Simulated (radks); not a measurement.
Spherical quantum dot in the effective-mass picture: electrons in a hard-walled sphere of radius 1.92, all in effective atomic units (hartree* = m*/eps^2 hartree, bohr* = eps/m* bohr), one dielectric constant everywhere. Method: non-relativistic Kohn-Sham, r2SCAN, spin-polarised, spherical densities, generalised Kohn-Sham scheme; computed with a radial shooting solver with Libxc functionals. Levels are named by radial order and angular momentum (1s, 1p, 1d, 2s, ...), and open shells are averaged over m. Results are scaled to m* = 0.22 and eps = 4.6, for which hartree* = 282.9 meV and bohr* = 1.106 nm.

N = 31, configuration 1s2 1p6 1d10 1f(up 7, down 6). This is the lowest configuration that the search found. Occupied and some empty levels:

level    occupation  eigenvalue (meV)  <r> (nm)
1s up             1            6340.2     1.359
1s down           1            6346.0     1.358
1p up             3            6574.4     1.440
1p down           3            6581.1     1.440
1d up             5            6956.8     1.501
1d down           5            6964.3     1.501
1f up             7            7467.5     1.549
1f down           6            7475.9     1.549
2s up             0            7605.2    0.9542
2s down           0            7608.9    0.9548
1g up             0            8095.8     1.589
1g down           0            8104.8     1.589
2p up             0            8325.2     1.110
2p down           0            8329.8     1.110
2d up             0            9158.1     1.210
2d down           0            9163.8     1.209

Energy (meV): total 129636, kinetic 45662, external 0, Hartree 92290, exchange-correlation -8315.7.
